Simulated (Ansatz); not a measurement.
`F[SiH2][InH2]` + H₂ → `[InH3]` + `F[SiH3]` at 500 K and 1 bar (hydrogenolysis of the In–Si bond).

Isolated molecules relaxed with PBE0-D4/def2-TZVP in Ansatz; ΔE leaves out vibrations. CBS: MP2 limit from def2 TZ/QZ plus the TZ coupled-cluster correction, frozen cores. This one scheme is used for every species. Elements past krypton have def2 core potentials. For In outer-core shells are correlated without core-valence functions, which leaves a few kJ/mol of doubt a bond.

| species | CCSD(T)/CBS energy (Eh) | H − E (kJ/mol) | S (J/(mol·K)) |
| --- | --- | --- | --- |
| `F[SiH2][InH2]` | -581.11562 | 120.8 | 387.6 |
| H₂ | -1.17544 | 41.0 | 145.5 |
| `[InH3]` | -191.56739 | 65.2 | 255.5 |
| `F[SiH3]` | -390.72345 | 94.1 | 267.5 |

H − E and S are ideal-gas, rigid-rotor, harmonic terms from PBE0-D4/def2-TZVP. The MP2-based limit puts H₂ 0.8 mEh under its directly extrapolated value; such offsets cancel only in part. 1 Eh = 2625.50 kJ/mol, R = 8.31446 J/(mol·K).

Task: By hand: ΔE, ΔH, ΔS and ΔG.

Result: ΔE = (-191.56739) + (-390.72345) − (-581.11562) − (-1.17544) = 0.00022 Eh = 0.6 kJ/mol. Δ(H − E) = 65.2 + 94.1 − 120.8 − 41.0 = -2.5, so ΔH = -1.9 kJ/mol. ΔS = 255.5 + 267.5 − 387.6 − 145.5 = -10.1 J/(mol·K). ΔG = -1.9 − 500 × (-10.1)/1000 = 3.1 kJ/mol.

Task: By hand: the equilibrium constant, and the temperature at which ΔG would vanish if ΔH and ΔS stayed fixed.

Result: log₁₀ K = −ΔG/(RT ln 10) = -0.3. ΔG = 0 at ΔH/ΔS = 188 K, though so small a ΔH makes that figure unsure.

TΔS isn't small against ΔH here. The sign of ΔG lies within the doubt. A doubt of 5 kJ/mol in ΔE shifts log₁₀ K by 0.5 here. These are equilibria of isolated gas molecules and say nothing of rates. Largest T1 diagnostic: 0.014 (customary marks: 0.02 for closed shells, 0.045 for open ones).
